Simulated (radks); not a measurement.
Values are calculated unless marked as measured or tabulated.
All-electron atom: Hf in [Xe] 4f14 5d2 6s2.

Level of theory: scalar-relativistic Kohn-Sham, PBE, spin-polarised, spherical densities, finite nucleus; open shells are filled with parallel spins first (spin-orbit coupling, left out, can overturn this in heavy ions); Fermi nuclear charge, rms radius 5.347 fm (a radial shooting solver on a logarithmic mesh with Libxc functionals).

Energy parts (Ry):
total: -30152.3613
kinetic: 33026.4133
electron-nucleus: -74376.7514
Hartree: 11813.1229
exchange-correlation: -615.1461

Orbitals (lengths in bohr, moments of r in powers of bohr):
[
 {"orbital": "1s up", "occ.": "1", "eigenvalue (Ry)": "-4796.905", "<r>": "0.01899", "<r^2>": "0.0004952"},
 {"orbital": "1s down", "occ.": "1", "eigenvalue (Ry)": "-4796.905", "<r>": "0.01899", "<r^2>": "0.0004952"},
 {"orbital": "2s up", "occ.": "1", "eigenvalue (Ry)": "-820.4001", "<r>": "0.08038", "<r^2>": "0.007642"},
 {"orbital": "2s down", "occ.": "1", "eigenvalue (Ry)": "-820.3961", "<r>": "0.08038", "<r^2>": "0.007642"},
 {"orbital": "2p up", "occ.": "3", "eigenvalue (Ry)": "-720.5145", "<r>": "0.07172", "<r^2>": "0.006284"},
 {"orbital": "2p down", "occ.": "3", "eigenvalue (Ry)": "-720.5115", "<r>": "0.07172", "<r^2>": "0.006284"},
 {"orbital": "3s up", "occ.": "1", "eigenvalue (Ry)": "-186.9229", "<r>": "0.2087", "<r^2>": "0.04977"},
 {"orbital": "3s down", "occ.": "1", "eigenvalue (Ry)": "-186.9227", "<r>": "0.2087", "<r^2>": "0.04977"},
 {"orbital": "3p up", "occ.": "3", "eigenvalue (Ry)": "-157.0691", "<r>": "0.2085", "<r^2>": "0.05041"},
 {"orbital": "3p down", "occ.": "3", "eigenvalue (Ry)": "-157.0687", "<r>": "0.2085", "<r^2>": "0.05041"},
 {"orbital": "3d up", "occ.": "5", "eigenvalue (Ry)": "-121.6940", "<r>": "0.1890", "<r^2>": "0.04187"},
 {"orbital": "3d down", "occ.": "5", "eigenvalue (Ry)": "-121.6921", "<r>": "0.1890", "<r^2>": "0.04187"},
 {"orbital": "4s up", "occ.": "1", "eigenvalue (Ry)": "-37.64794", "<r>": "0.4683", "<r^2>": "0.2476"},
 {"orbital": "4s down", "occ.": "1", "eigenvalue (Ry)": "-37.64583", "<r>": "0.4683", "<r^2>": "0.2476"},
 {"orbital": "4p up", "occ.": "3", "eigenvalue (Ry)": "-27.85117", "<r>": "0.4976", "<r^2>": "0.2818"},
 {"orbital": "4p down", "occ.": "3", "eigenvalue (Ry)": "-27.84931", "<r>": "0.4976", "<r^2>": "0.2818"},
 {"orbital": "4d up", "occ.": "5", "eigenvalue (Ry)": "-15.17958", "<r>": "0.5352", "<r^2>": "0.3324"},
 {"orbital": "4d down", "occ.": "5", "eigenvalue (Ry)": "-15.17707", "<r>": "0.5351", "<r^2>": "0.3322"},
 {"orbital": "4f up", "occ.": "7", "eigenvalue (Ry)": "-1.23077", "<r>": "0.6794", "<r^2>": "0.6005"},
 {"orbital": "4f down", "occ.": "7", "eigenvalue (Ry)": "-1.22001", "<r>": "0.6752", "<r^2>": "0.5905"},
 {"orbital": "5s up", "occ.": "1", "eigenvalue (Ry)": "-4.93306", "<r>": "1.137", "<r^2>": "1.456"},
 {"orbital": "5s down", "occ.": "1", "eigenvalue (Ry)": "-4.88899", "<r>": "1.133", "<r^2>": "1.445"},
 {"orbital": "5p up", "occ.": "3", "eigenvalue (Ry)": "-2.63390", "<r>": "1.346", "<r^2>": "2.063"},
 {"orbital": "5p down", "occ.": "3", "eigenvalue (Ry)": "-2.57102", "<r>": "1.339", "<r^2>": "2.041"},
 {"orbital": "5d up", "occ.": "2", "eigenvalue (Ry)": "-0.22746", "<r>": "2.469", "<r^2>": "7.596"},
 {"orbital": "5d down", "occ.": "0", "eigenvalue (Ry)": "-0.14934", "<r>": "2.609", "<r^2>": "8.726"},
 {"orbital": "6s up", "occ.": "1", "eigenvalue (Ry)": "-0.39886", "<r>": "3.402", "<r^2>": "13.19"},
 {"orbital": "6s down", "occ.": "1", "eigenvalue (Ry)": "-0.33741", "<r>": "3.528", "<r^2>": "14.26"},
 {"orbital": "6p up", "occ.": "0", "eigenvalue (Ry)": "-0.11459", "<r>": "4.988", "<r^2>": "28.98"},
 {"orbital": "6p down", "occ.": "0", "eigenvalue (Ry)": "-0.08205", "<r>": "5.407", "<r^2>": "34.36"}
]

The highest occupied level is 5d up at -3.095 eV. The spin density at the nucleus is -0.743 e/bohr^3 (1s 0.010, 2s -0.346, 3s 0.138, 4s 0.355, 5s -6.774, 6s 5.875).
